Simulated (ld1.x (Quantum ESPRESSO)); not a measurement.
Transferability test, PAW potential for V (Z = 23)

```
Element                 : V
Generator               : ld1.x (Quantum ESPRESSO) 7.5
Type                    : PAW
Functional              : PBEsol
Relativity              : scalar-relativistic
Frozen core             : [Ar]
Valence charge          : 5
Reference configuration : 3d3 4s2 4p0
Partial waves           : 4s (bound): rcut 2.20, rcutus 2.55 bohr; 4s channel at 2.2 Ry: rcut 2.20, rcutus 2.55 bohr; 4p (bound, empty): rcut 3.00, rcutus 3.75 bohr; 4p channel at 5.2 Ry: rcut 3.00, rcutus 3.75 bohr; 3d (bound): rcut 2.10, rcutus 2.40 bohr; 3d channel at 0.7 Ry: rcut 2.10, rcutus 2.40 bohr
Local potential         : all-electron potential smoothed inside 2.75 bohr (lloc = -1)
Core correction         : Bessel-smoothed model core inside 1.45 bohr
Augmentation charge     : BESSEL, radius 1.50 bohr
```

Energies are relative to the spin-unpolarised reference configuration 3d3 4s2 4p0; without spin polarisation the order of configurations can differ from experiment. Not all tests gave a result: 1 of 7 tests not solved or not reliable. Left out of the table: 3d2 4s0 4p0 (solver errors, printed error -11.9 eV). The frozen-core shift is the all-electron ΔE with the core orbitals held at their reference shape minus the fully relaxed ΔE.

(1) Give the all-electron excitation energy and the error of the potential for: 3d3 4s1 4p0; 3d3 4s0 4p0; 3d1 4s0 4p0; 3d3 4s1 4p1; 3d3.5 4s1.5 4p0; 3d3 4s1.5 4p0.

Results:

(1)

| valence configuration | charge | ΔE all-electron (eV) | error AE − PS (meV) | frozen-core shift (meV) |
| --- | --- | --- | --- | --- |
| 3d3 4s1 4p0 | +1 | 7.750 | -2.5 | +2.2 |
| 3d3 4s0 4p0 | +2 | 21.953 | -15 | +14 |
| 3d1 4s0 4p0 | +4 | 96.633 | -2804 | n/a |
| 3d3 4s1 4p1 | 0 | 3.368 | -0.7 | +0.9 |
| 3d3.5 4s1.5 4p0 | 0 | 0.052 | -30 | +29 |
| 3d3 4s1.5 4p0 | +0.5 | 3.100 | -0.7 | +0.6 |
